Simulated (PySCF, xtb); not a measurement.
C3H8OSi2, SMILES [SiH3][C@H]1OC=C[SiH2]1. The values are those of a single conformer.

Harmonic wavenumbers (cm⁻¹) from GFN2-xTB (xtb 6.7.1) at its own minimum, in rising order: 73, 124, 152, 238, 384, 437, 478, 501, 508, 556, 622, 656, 699, 745, 762, 782, 792, 815, 840, 871, 882, 942, 1048, 1072, 1181, 1236, 1295, 1593, 2212, 2238, 2255, 2267, 2280, 2910, 3046, 3135.

Q: What does PySCF with B3LYP-D3(BJ)/def2-SVP give at its own minimum? (The exact figures need the calculation; the answer reports its results.)

A: 71, 156, 173, 251, 404, 461, 516, 561, 627, 652, 681, 750, 754, 765, 821, 886, 903, 927, 947, 960, 973, 997, 1035, 1062, 1206, 1288, 1341, 1621, 2196, 2206, 2219, 2231, 2237, 3066, 3177, 3229. Paired by order, the mean absolute difference is 58 cm⁻¹ and the zero-point energies are 58.1 and 60.5 kcal/mol.
